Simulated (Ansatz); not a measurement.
Species: HB2O2, charge 1, singlet. HB2O2+ (SMILES O=BB=[OH+]).
B3LYP-D3(BJ)/def2-TZVP minimum from Ansatz (a program for electronic structure):
```xyz
5

O      0.0000     0.0000    -1.9166
B      0.0000     0.0000    -0.7007
B      0.0000     0.0000     0.9380
O      0.0000     0.0000     2.1292
H      0.0000     0.0000    -2.8868
```
Charge +1, spin multiplicity 1.

Hartree-Fock and CCSD(T) correlation energies in hartree (Ansatz). UHF or UKS for unpaired electrons; spin-orbit terms are left out. Cores are frozen in correlated methods. No relativity.

```
basis    X       E(HF)  E(corr, CCSD(T))
-------  -  ----------  ----------------
cc-pVTZ  3  -199.51782          -0.65865
cc-pVQZ  4  -199.53250          -0.70162
cc-pV5Z  5  -199.53587          withheld
```

Fit E(corr) = E∞ + A/X³ to X = 3 and 4, predict X = 5, and compare with the run.

A = (-0.65865 - (-0.70162))/(1/27 - 1/64) = 2.0068; E∞ = -0.70162 - A/64 = -0.73298; at X = 5, E∞ + A/125 = -0.71692. The run gave -0.71617, 0.75 mEh above the prediction. The same form on X = 4 and 5 gives E∞ = -0.73144, 1.54 mEh above the first estimate.
